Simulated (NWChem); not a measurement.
System: C$_{3}$H$_{3}$BF$_{2}$; SMILES FB(C=C=C)F

Input file for NWChem:

```
start job
memory heap 200 mb stack 900 mb global 1100 mb
geometry units angstroms noautoz
  C      0.243178     2.685032     0.000000
  C     -0.324086     1.501200     0.000000
  C     -0.870600     0.293485     0.000000
  B     -0.003915    -0.992181     0.000000
  F     -0.575671    -2.198587     0.000000
  F      1.328103    -0.954684     0.000000
  H      0.491515     3.199309     0.943783
  H      0.491515     3.199309    -0.943783
  H     -1.973404     0.208452     0.000000
end
basis spherical
  C library def2-svp
  B library def2-svp
  F library def2-svp
  H library def2-svp
end
dft
  xc hcth407
  iterations 150
  mulliken
end
task dft energy
```

Parts of the log:

```
             Northwest Computational Chemistry Package (NWChem) 7.3.0
             --------------------------------------------------------

 CS  symmetry detected

                             Geometry "geometry" -> ""
                             -------------------------

 Output coordinates in angstroms (scale by  1.889725989 to convert to a.u.)

  No.       Tag          Charge          X              Y              Z
 ---- ---------------- ---------- -------------- -------------- --------------
    1 C                    6.0000     0.21629281     2.68392944     0.00000000
    2 C                    6.0000    -0.33961247     1.49472132     0.00000000
    3 C                    6.0000    -0.87454007     0.28182992     0.00000000
    4 B                    5.0000     0.00441278    -0.99548046     0.00000000
    5 F                    9.0000    -0.55576819    -2.20730455     0.00000000
    6 F                    9.0000     1.33601079    -0.94523388     0.00000000
    7 H                    1.0000     0.45969530     3.20056019     0.94378300
    8 H                    1.0000     0.45969530     3.20056019    -0.94378300
    9 H                    1.0000    -1.97647953     0.18624377     0.00000000

 Effective nuclear repulsion energy (a.u.)     190.7630122952

      Symmetry information
      --------------------

 Group name             Cs
 Group number              2
 Group order               2
 No. of unique centers     8

                                 NWChem DFT Module
                                 -----------------

 Summary of "ao basis" -> "ao basis" (spherical)
 ------------------------------------------------------------------------------
       Tag                 Description            Shells   Functions and Types
 ---------------- ------------------------------  ------  ---------------------
 C                          def2-svp                 6       14   3s2p1d
 B                          def2-svp                 6       14   3s2p1d
 F                          def2-svp                 6       14   3s2p1d
 H                          def2-svp                 3        5   2s1p

      Symmetry analysis of basis
      --------------------------

        a'         69
        a"         30

            General Information
            -------------------
          SCF calculation type: DFT
          Wavefunction type:  closed shell.
          No. of atoms     :     9
          No. of electrons :    44
           Alpha electrons :    22
            Beta electrons :    22
          Charge           :     0
          Spin multiplicity:     1
          Use of symmetry is: on ; symmetry adaption is: on
          Maximum number of iterations: 150
          AO basis - number of functions:    99
                     number of shells:    45
          Convergence on energy requested:  1.00D-06
          Convergence on density requested:  1.00D-05
          Convergence on gradient requested:  5.00D-04

              XC Information
              --------------
                      HCTH407 Method XC Functional
                      HCTH407  Exchange Functional  1.000
                   HCTH407  Correlation Functional  1.000

             Grid Information
             ----------------
          Grid used for XC integration:  medium
          Radial quadrature: Mura-Knowles
          Angular quadrature: Lebedev.
          Tag              B.-S. Rad. Rad. Pts. Rad. Cut. Ang. Pts.
          ---              ---------- --------- --------- ---------
          C                   0.70       49          11.0       434
          B                   0.85       49          11.0       434
          F                   0.50       49          13.0       434
          H                   0.35       45          12.0       434
          Grid pruning is: on
          Number of quadrature shells:   384
          Spatial weights used:  Erf1

      Superposition of Atomic Density Guess
      -------------------------------------

 Sum of atomic energies:        -337.46128602

      Non-variational initial energy
      ------------------------------

 Total energy =    -339.994086
 1-e energy   =    -841.474520
 2-e energy   =     310.717421
 HOMO         =      -0.305662
 LUMO         =      -0.025901

      Symmetry analysis of molecular orbitals - initial
      -------------------------------------------------

  Numbering of irreducible representations:

     1 a'          2 a"

  Orbital symmetries:

     1 a'          2 a'          3 a'          4 a'          5 a'
     6 a'          7 a'          8 a'          9 a'         10 a'
    11 a'         12 a'         13 a'         14 a"         15 a'
    16 a"         17 a'         18 a"         19 a'         20 a'
    21 a"         22 a'         23 a"         24 a'         25 a'
    26 a"         27 a'         28 a'         29 a"         30 a'
    31 a'         32 a'

     ---------------------------------------------
      Total Density - Mulliken Population Analysis
     ---------------------------------------------

    Atom       Charge   Shell Charges
 -----------   ------   -------------------------------------------------------
    1 C    6     6.37   1.99  0.95  0.30  2.02  1.07  0.02
    2 C    6     5.77   1.99  0.99  0.30  1.75  0.71  0.04
    3 C    6     6.41   1.99  0.97  0.31  2.06  1.06  0.02
    4 B    5     4.17   1.99  0.74  0.09  1.00  0.17  0.18
    5 F    9     9.38   1.99  1.15  0.73  3.50  2.01  0.00
    6 F    9     9.37   1.99  1.15  0.73  3.50  2.00  0.00
    7 H    1     0.84   0.63  0.19  0.03
    8 H    1     0.84   0.63  0.19  0.03
    9 H    1     0.85   0.64  0.19  0.03

[...]
```

Level: HCTH/407/def2-SVP. All runs use the structure optimised with PBE-D3(BJ)/def2-SVP.
